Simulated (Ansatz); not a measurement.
Ag₂F₂⁺. Charge 1, multiplicity 2. Geometry PBE-D4/def2-TZVP, that of the neutral singlet; atoms count from 1.

Cartesian coordinates in Å:
```
Ag 0.616 -1.147 0.687
Ag -0.616 1.147 -0.687
F -0.941 0.296 1.342
F 0.941 -0.296 -1.342
```

In the def2 sets Ag takes a core potential; there is no spin–orbit coupling. The structure comes from a short search, and lower isomers may exist.

Problem. Estimate the Mulliken populations from the PBE0/def2-TZVP orbitals of Ansatz.

Solution. 
```
atom  charge (e)  spin (α − β)  d electrons
 Ag1        0.89          0.15         9.80
 Ag2        0.89          0.15         9.79
  F3       -0.39          0.35            –
  F4       -0.39          0.35            –
```
Mulliken values depend strongly on the basis.

Problem. Where does the spin sit?

Solution. Summed by element: Ag 0.31, F 0.69, of 1 unpaired in all. Largest on single atoms: F4 0.35, F3 0.35, Ag2 0.15.

Problem. And the Mayer bond orders between heavy atoms (over 0.3)?

Solution. Ag1–F3 0.38 (2.22 Å); Ag1–F4 0.38 (2.22 Å); Ag2–F3 0.38 (2.22 Å); Ag2–F4 0.38 (2.22 Å).
